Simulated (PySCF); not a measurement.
Working with the constants of SiBr

UHF-CCSD(T) constants of SiBr, ²Π (doublet), unpaired electrons π ↑ (Si 6-31G(d,p), Br 6-31G(d,p); no relativity (PySCF 2.14); masses 27.9769 and 78.9183 u):

* ωe: 419.8 cm⁻¹
* ωexe: 1.5 cm⁻¹
* Be: 0.16094 cm⁻¹
* αe: 0.000818 cm⁻¹
* De to Si + Br: 3.39 eV

Q: What force constant and bond length do these constants imply?

A: Reduced mass μred = 20.655 u; k = 5.8918×10⁻⁷·μred·ωe² (u, cm⁻¹, mdyn/Å) = 2.14 mdyn/Å; Re = √(16.8576/(μred·Be)) (u, cm⁻¹, Å) = 2.252 Å.

Q: Estimate the centrifugal constant D from the Kratzer relation and find the Dunham coefficient a1.

A: D = 4Be³/ωe² = 9.46e-08 cm⁻¹; a1 = −1 − αeωe/(6Be²) = -3.21.

Correlated steps freeze 14 core orbitals. Correlated levels converge slowly with the basis: in double zeta they bind strong bonds too weakly, by up to about 1 eV, and carry superposition errors of some tenths. Spin–orbit coupling is left out. The state is the lowest determinant that a PBE0 search found; another state may lie lower at other levels.
